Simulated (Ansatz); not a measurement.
Consider the atomization: `C[CH2][In][Cl]`• → 2 C• + Cl• + 5 H• + In•.

Program: Ansatz. Geometries: PBE0-D4/def2-TZVP. ΔE: electronic, gas phase. CCSD(T)/CBS adds triple-zeta CCSD(T) − MP2 to the extrapolated MP2 energy (def2 sets, frozen cores). This one scheme is used for every species, atoms too. Functionals use def2-TZVPP. B3LYP here is the variant with VWN-RPA as its local correlation; programs differ in this. Open shells (•) are unrestricted, without spin–orbit coupling. Spin–orbit coupling would lower the free atoms: a little for C, Cl; strongly for In. def2 core potentials past Kr. Bonds to In are less sure, by a few kJ/mol each and by 10 to 20 or more in all where they break to atoms, as the def2 sets lack core-valence functions. Each species was taken in one conformer, which may not be the lowest.

`C[CH2][In][Cl]`•:

```xyz
9

C     0.621    0.574   -0.491
C    -0.717   -0.125   -0.498
In   -0.760   -1.728    1.106
Cl    0.448   -0.910    3.009
H     1.435   -0.091   -0.789
H     0.616    1.413   -1.198
H     0.867    0.976    0.494
H    -1.549    0.516   -0.198
H    -0.961   -0.625   -1.436
```

```tsv
level	ΔE (kcal/mol)	difference from CCSD(T)/CBS
PBE-D4	737.0	12.4
r2SCAN-D4	729.6	5.0
PBE0-D4	728.3	3.7
ωB97M-V	724.7	0.1
PBE	732.4	7.8
r2SCAN	728.6	4.0
PBE0	724.4	-0.2
B3LYP	715.3	-9.3
HF/def2-TZVPP	545.5	-179.1
MP2/def2-TZVPP	713.2	-11.4
CCSD/def2-TZVPP	697.2	-27.4
HF/def2-QZVPP	546.3	-178.3
MP2/def2-QZVPP	723.5	-1.1
SCS-MP2/def2-QZVPP	719.4	-5.2
HF/CBS(def2)	546.4	-178.2
MP2/CBS(def2)	730.7	6.1
CCSD(T)/CBS	724.6	0
```

Largest T1 diagnostic among the species: 0.016.

The D4 term adds +7.4 kcal/mol with B3LYP and +3.9 kcal/mol with PBE0; it sums over pairs of atoms, weighted by their polarisabilities, and B3LYP, whose exchange is more repulsive, gets the larger term. From PBE to PBE0 (25 % exact exchange), in def2-TZVPP and without D4, ΔE moves by −7.9 kcal/mol: exact exchange takes away binding that semilocal exchange gives to molecules.

For atomizations the MP2-based limit and the directly extrapolated one differ by several kJ/mol either way, and by 10 to 25 for some Ge, Se and Sn compounds, so smaller differences from it don't rank the levels.
